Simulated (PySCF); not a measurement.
SMILES OCO (CH4O2) (PBE/def2-SVP optimised geometry):

```
7

O      0.845    -0.567     0.000
C     -0.560    -0.567     0.000
O     -1.123     0.721     0.000
H      1.123    -0.107     0.816
H     -0.990    -1.066     0.901
H     -0.846    -1.160    -0.901
H     -0.812     1.160    -0.815
```

Computed with PBE/def2-TZVP in PySCF.

**Question.** What are the frontier orbital energies and the dipole moment?

**Answer.** HOMO-2 -7.79 eV, HOMO-1 -7.33 eV, HOMO -6.57 eV, LUMO 0.14 eV, LUMO+1 0.71 eV; dipole moment 0.33 D.

On the same geometry PBE0/def2-TZVP in PySCF gives HOMO-2 -9.45 eV, HOMO-1 -9.09 eV, HOMO -8.29 eV, LUMO 1.04 eV, LUMO+1 1.65 eV; dipole moment 0.29 D.

Meta-Löwdin charges at PBE/def2-TZVP: O1 -0.52, C2 0.17, O3 -0.52, H4 0.33, H5 0.10, H6 0.10, H7 0.33.
